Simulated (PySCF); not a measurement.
GeO, neutral, multiplicity 1.

```xyz
2

Ge     0.0000     0.0000    -0.3266
O      0.0000     0.0000     1.3063
```

The structure is a stationary point at B3LYP-D3(BJ)/def2-TZVPD.

These are B3LYP/pcSseg-2 (PySCF) values and carry that method's errors. Non-relativistic, no solvent.

Task: Give the absolute GIAO shielding of each atom: isotropic value and principal components (ppm). (The exact figures need the calculation; the answer reports its results.)

Result: 
```csv
atom,σ(iso),σ11,σ22,σ33,span
Ge1,895.4,-36.5,-36.5,2759.3,2795.8
O2,-429.0,-852.1,-852.1,417.0,1269.1
```
